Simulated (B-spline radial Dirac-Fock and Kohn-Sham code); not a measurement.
Dipole and non-dipole photoemission parameters of Hg 3s

System: the free mercury atom, [Xe] 4f14 5d10 6s2; threshold 3562.0 eV (tabulated edge). Method: Dirac-Hartree-Slater photoionisation with a Latter tail; cross sections with all multipoles, angular parameters from the dipole term and its interference with E2. Computed with a radial atomic solver.

| hν (eV) | σ (kb) | β | γ |
| --- | --- | --- | --- |
| 3590 | 21.0 | 1.863 | 1.678 |
| 3750 | 20.3 | 1.865 | 1.555 |
| 4000 | 18.7 | 1.873 | 1.293 |
| 4240 | 17.2 | 1.880 | 1.114 |
| 4650 | 15.1 | 1.888 | 0.881 |
| 8047.8 | 6.28 | 1.919 | 0.044 |
| 8480 | 5.72 | 1.921 | -0.003 |
| 9251.7 | ? | ? | ? |
| 12000 | 3.05 | 1.930 | -0.177 |

Task: Give the values at Ga Kα (9251.7 eV).

Result: σ = 4.90 kb, β = 1.924, γ = -0.069. For an s subshell δ is negligible.
